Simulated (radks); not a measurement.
Values are calculated unless marked as measured or tabulated.
Effect of the nuclear size on neutral lanthanum, [Xe] 5d1 6s2. Code: a radial shooting solver on a logarithmic mesh with Libxc functionals. Model: Dirac Kohn-Sham, LDA (Slater exchange, Perdew-Wang correlation), spin-unpolarised, spherical densities, finite nucleus; open shells fill j = l - 1/2 first; Fermi nuclear charge, rms radius 4.855 fm. The rms radius is varied about that value; shifts are against it.

[
 {"rms radius (fm)": "4.2384", "total energy shift (eV)": "-2.22", "density at nucleus (e/bohr^3)": "3.599e+05", "1s1/2 shift (meV)": "-924", "2s1/2 shift (meV)": "-112", "5p1/2 shift (meV)": "0.157", "6s1/2 shift (meV)": "-0.052", "5d3/2 shift (meV)": "0.094", "6p1/2 (empty) shift (meV)": "0.039"},
 {"rms radius (fm)": "4.6705", "total energy shift (eV)": "-0.690", "density at nucleus (e/bohr^3)": "3.53e+05", "1s1/2 shift (meV)": "-287", "2s1/2 shift (meV)": "-34.8", "5p1/2 shift (meV)": "0.049", "6s1/2 shift (meV)": "-0.016", "5d3/2 shift (meV)": "0.029", "6p1/2 (empty) shift (meV)": "0.012"},
 {"rms radius (fm)": "4.855", "total energy shift (eV)": "0", "density at nucleus (e/bohr^3)": "3.503e+05", "1s1/2 shift (meV)": "0.000", "2s1/2 shift (meV)": "0.000", "5p1/2 shift (meV)": "0.000", "6s1/2 shift (meV)": "0.000", "5d3/2 shift (meV)": "0.000", "6p1/2 (empty) shift (meV)": "0.000"},
 {"rms radius (fm)": "5.19", "total energy shift (eV)": "1.31", "density at nucleus (e/bohr^3)": "3.456e+05", "1s1/2 shift (meV)": "544", "2s1/2 shift (meV)": "65.8", "5p1/2 shift (meV)": "-0.093", "6s1/2 shift (meV)": "0.030", "5d3/2 shift (meV)": "-0.055", "6p1/2 (empty) shift (meV)": "-0.023"},
 {"rms radius (fm)": "5.6221", "total energy shift (eV)": "3.10", "density at nucleus (e/bohr^3)": "3.401e+05", "1s1/2 shift (meV)": "1290", "2s1/2 shift (meV)": "156", "5p1/2 shift (meV)": "-0.219", "6s1/2 shift (meV)": "0.072", "5d3/2 shift (meV)": "-0.131", "6p1/2 (empty) shift (meV)": "-0.055"}
]

Slopes of the eigenvalues against <r^2> in GHz/fm^2, as finite differences over the two radii next to the reference (eigenvalue slopes, not the field-shift constants of lines): 1s1/2 39200, 2s1/2 4750, 5p1/2 -6.67, 6s1/2 2.19, 5d3/2 -4.00, 6p1/2 (empty) -1.66.
